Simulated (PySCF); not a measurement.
SMILES I[B]I (BI2), doublet, PBE0/def2-SVP optimised geometry.

```
3

I     -1.70     0.82     0.00
B     -0.40    -0.82     0.00
I      1.70    -0.82     0.00
```

Density from unrestricted PBE0/def2-TZVP, def2 effective core potentials past Kr in PySCF at that geometry. The core electrons that the potentials of I replace are not part of the density.

Minimum of the electron density along straight lines between bonded atoms, close to the bond critical point (lines longer than 1.1 times the sum of covalent radii, or with two minima, are not listed):

```csv
bond,length / Å,ρ at the minimum / e bohr⁻³,∇²ρ there / e bohr⁻⁵,position (fraction from the first atom)
I1–B2,2.095,0.122,-0.18,0.62
B2–I3,2.095,0.122,-0.18,0.38
```
